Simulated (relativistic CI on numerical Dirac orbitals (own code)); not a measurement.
## Crystal-field levels of Mo⁴⁺, 4d2

Calculated by Dirac-Coulomb-Breit CI, orbitals from a KLI potential per configuration, a model potential for QED, valence Slater integrals scaled by 0.75, one configuration in a parametric crystal field (own radial code).

Field parameters in Wybourne normalisation: D3d B²₀ = −7Dσ, B⁴₀ = −14Dq − 21Dτ, B⁴₃ = −14√(10/7) Dq; D4h B²₀ = −7Ds, B⁴₀ = 21(Dq − Dt), B⁴₄ = 21√(5/14) Dq; Td as Oh with Dq negative (B⁴₀ = 21Dq, B⁴₄ = √(5/14) B⁴₀). The field is a parameter set, without covalency.

S and J are read from ⟨S²⟩ = S(S + 1) and ⟨J²⟩ = J(J + 1) of each level; they are not fictitious spins.

D4h, 10Dq = 31450, Ds = 1770, Dt = -680 cm⁻¹, the lowest 10 levels:

```tsv
E (cm⁻¹)	Degeneracy	Irrep	S	J
0.0	1	A1	1.00	2.95
67.4	2	E	1.00	3.01
7780	1	B1	0.88	2.80
7896	1	B2	0.90	2.78
8673	2	E	1.00	3.12
9178	1	A2	1.00	3.39
9191	1	A1	1.00	3.45
9629	1	B2	0.23	3.15
9794	1	B1	0.27	3.13
15634	1	A1	0.01	3.09
```

D4h, 10Dq = 19600, Ds = -500, Dt = 530 cm⁻¹, the lowest 10 levels:

```tsv
E (cm⁻¹)	Degeneracy	Irrep	S	J
0.0	1	B1	1.00	2.62
70.0	1	B2	1.00	2.73
536	2	E	1.00	2.97
912	1	A1	0.99	3.14
1212	1	A2	1.00	3.42
4607	2	E	1.00	3.23
4643	1	A1	0.99	3.35
7995	1	A1	0.06	3.13
9997	2	E	0.09	3.07
13855	1	B2	0.10	2.89
```

D4h, 10Dq = 36150, Ds = 2430, Dt = 280 cm⁻¹, the lowest 10 levels:

| E (cm⁻¹) | Degeneracy | Irrep | S | J |
| --- | --- | --- | --- | --- |
| 0.0 | 1 | A1 | 1.00 | 2.91 |
| 78.8 | 2 | E | 1.00 | 2.99 |
| 5200 | 1 | B1 | 0.98 | 2.72 |
| 5269 | 1 | B2 | 0.99 | 2.76 |
| 5889 | 2 | E | 1.00 | 3.15 |
| 6367 | 1 | A2 | 1.00 | 3.39 |
| 6410 | 1 | A1 | 1.00 | 3.48 |
| 9475 | 1 | B2 | 0.04 | 3.16 |
| 9615 | 1 | B1 | 0.06 | 3.20 |
| 14688 | 1 | A1 | 0.01 | 3.14 |

D3d, 10Dq = 12200, Dσ = 860, Dτ = -300 cm⁻¹, the lowest 16 levels:

| E (cm⁻¹) | Degeneracy | Irrep | S | J |
| --- | --- | --- | --- | --- |
| 0.0 | 1 | A1 | 1.00 | 2.73 |
| 71.8 | 2 | E | 1.00 | 2.75 |
| 1140 | 2 | E | 0.99 | 2.73 |
| 1951 | 2 | E | 1.00 | 3.37 |
| 2083 | 1 | A2 | 1.00 | 3.30 |
| 2497 | 1 | A1 | 1.00 | 3.72 |
| 9840 | 2 | E | 0.45 | 2.87 |
| 10346 | 1 | A1 | 0.54 | 3.18 |
| 10946 | 2 | E | 0.15 | 3.11 |
| 11264 | 1 | A2 | 1.00 | 3.00 |
| 11772 | 2 | E | 0.98 | 3.39 |
| 12034 | 2 | E | 0.88 | 3.28 |
| 12120 | 1 | A2 | 1.00 | 3.55 |
| 12135 | 2 | E | 0.87 | 3.25 |
| 12291 | 1 | A1 | 0.70 | 3.10 |
| 18656 | 1 | A1 | 0.90 | 1.73 |

Td, 10Dq = -14750 cm⁻¹, the lowest 16 levels:

```tsv
E (cm⁻¹)	Degeneracy	Irrep	S	J
0.0	3	T2	1.00	3.14
10022	2	E	0.12	2.83
14451	1	A2	1.00	3.00
14637	3	T2	1.00	3.17
15010	3	T1	1.00	3.32
15152	2	E	0.96	3.12
18025	1	A1	0.18	3.49
21072	3	T2	1.00	2.61
21210	2	E	0.99	2.81
21340	3	T1	1.00	2.69
21770	1	A1	0.93	2.67
24856	3	T2	0.05	2.72
27904	3	T1	0.03	3.97
33036	2	E	1.00	2.47
33149	3	T2	0.98	2.46
33178	1	A1	1.00	2.88
```

The free-ion ground term has S = 1. Every field shown keeps that spin.

Levels of this model without a field, named by their leading LS term (the scale mimics covalency, so terms lie below those of the real free ion): ³F2 0, ³F3 1476, ³F4 3147, ¹D2 9873, ³P0 10590, ³P1 11196, ³P2 12750, ¹G4 14982 cm⁻¹.
